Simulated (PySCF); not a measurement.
AlBH4O4, SMILES O[B](O)[Al]([OH])[OH]. Atoms are numbered in the order given.

```xyz
10

B      0.0000     0.0000     1.2737
O     -1.1999    -0.0254     1.9407
O      1.1999     0.0254     1.9407
Al     0.0000     0.0000    -0.8425
O     -0.0198     1.4870    -1.6882
O      0.0198    -1.4870    -1.6882
H     -1.1256    -0.0238     2.9047
H      1.1256     0.0238     2.9047
H     -0.0216     1.6477    -2.6327
H      0.0216    -1.6477    -2.6327
```

Geometry optimised at ωB97X-D3(BJ)/def2-SVP. The structure was generated by enumeration; whether it is a known compound was not checked. One conformer was computed; it need not be the lowest.

The numbers are results of IEF-PCM-PBE0/def2-SVP (PySCF 2.14.0), not measurements.

The values are the electrostatic part of the solvation free energy, E(continuum) − E(gas) at the gas-phase geometry, in a cavity of scaled van der Waals radii (PySCF's table); cavitation and dispersion terms are not included. A continuum can't describe solvent molecules that bind to the metal. In vacuum the orbital gap is 8.27 eV. The dipole moment in vacuum is 0.98 D.

```csv
solvent,ε,ΔG(elec) (kcal/mol),dipole (D),gap (eV)
water,78.36,[?],[?],[?]
cyclohexanone,15.62,-13.7,1.25,8.17
toluene,2.37,-6.7,1.12,8.23
```

### Question
Fill in the missing entries. (An estimate is asked for; the answer gives what the named calculation found.)

### Answer

- water, ΔG(elec) (kcal/mol): -15.1
- water, dipole (D): 1.28
- water, gap (eV): 8.16
